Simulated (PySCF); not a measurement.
# Broadened absorption spectrum of C5H9BO2

Species: C5H9BO2.
Numbering: `[CH2:1]=[CH:2][CH2:3][C@@H:4]1[CH2:5][O:6][BH:7][O:8]1` (hydrogens: H9, H10 on C1; H11 on C2; H12, H13 on C3; H14 on C4; H15, H16 on C5; H17 on B7)

Method used: TDDFT B3LYP/def2-SVPD, vertical, gas phase, core orbitals frozen in the response in PySCF. Geometry: PBE0-D3(BJ)/def2-SVP, one conformer, isolated molecule. Torsions of this conformer, `[CH2:1]=[CH:2][CH2:3][C@@H:4]1[CH2:5][O:6][BH:7][O:8]1`: C1–C2–C3–C4 -113°, C2–C3–C4–C5 -67°.

Each state is given a Gaussian of 0.5 eV full width at half maximum, with ε(max) = 2.175×10⁸ f / Δν̃ (Δν̃ the width in cm⁻¹). The cross-section is σ = 3.8235×10⁻²¹ ε cm², given in Mb (10⁻¹⁸ cm²). The width is an assumption, not a result. The curve ends short of the highest state used, and states not computed would add to its high-energy end.

```tsv
E (eV)	σ (Mb)
5.94	0.04
6.00	0.11
6.05	0.23
6.10	0.47
6.15	0.88
6.20	1.56
6.25	2.63
6.31	4.58
6.36	6.83
6.41	9.66
6.46	12.93
6.51	16.40
6.56	19.74
6.61	22.56
6.67	24.85
6.72	25.69
6.77	25.66
6.82	25.11
6.87	24.55
6.92	24.59
6.98	26.18
7.03	29.24
7.08	33.99
7.13	40.27
7.18	47.60
7.23	55.25
7.28	62.36
7.34	68.93
7.39	71.91
7.44	72.18
```

Question: Locate the maxima and give the states behind the curve.

Answer: 184 nm (6.74 eV), ε about 6700, made up of S1 (89%); 167 nm (7.42 eV), ε about 19000, made up of S5 (65%) (ε in L mol⁻¹ cm⁻¹; maxima over ε = 5, shares over 10%). The states used: S1 6.70 eV (f 0.114); S2 6.94 eV (f 0.0072); S3 7.18 eV (f 0.048); S4 7.30 eV (f 0.041); S5 7.42 eV (f 0.227); S6 7.45 eV (f 0.015); S7 7.58 eV (f 0.037); S8 7.68 eV (f 0.041); S9 7.83 eV (f 0.015); S10 8.04 eV (f 0.0015).

Question: Coming from long wavelengths, where does ε first pass 100 L mol⁻¹ cm⁻¹?

Answer: At about 204 nm (6.09 eV), 0.61 eV below S1.

Question: On this curve, what absorbance would a 10⁻⁴ mol/L sample give at 193 nm over a 1 cm path?

Answer: 193 nm is 6.424 eV, where ε is about 2800 L mol⁻¹ cm⁻¹, so A = ε c l ≈ 0.28 (Beer–Lambert, with the gas-phase spectrum and the assumed width).

Question: What would ε be at 7.42 eV, the highest of these maxima, with half the width (0.25 eV)?

Answer: About 30200 L mol⁻¹ cm⁻¹ against 18900, a factor of about 1.6; a lone state at its own centre would give exactly 2.

All these states lie below the vertical ionisation energy of 9.54 eV (ΔSCF).

The run took 4.6 min wall on an Arm Neoverse N1 with one thread, no GPU, shared host with 64 logical CPUs at a one-minute load of 61, and the process peaked at 1.1 GiB of memory.
